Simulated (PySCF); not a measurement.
A structure optimised at B3LYP-D3(BJ)/def2-TZVP, used in a PySCF frequency run:

```xyz
4

Mg     0.0008     1.2525     0.0000
H      0.0325     2.9406     0.0000
S     -0.0814    -1.0500     0.0000
H      1.2593    -1.1709     0.0000
```
Charge 0, spin multiplicity 1.

**Question.** Write its SMILES, formula and point group.

**Answer.** [MgH][SH], H2MgS, Cs

**Question.** What are its rotational constants (standard atomic weights)?

**Answer.** 286.91, 6.0484, 5.9235 GHz
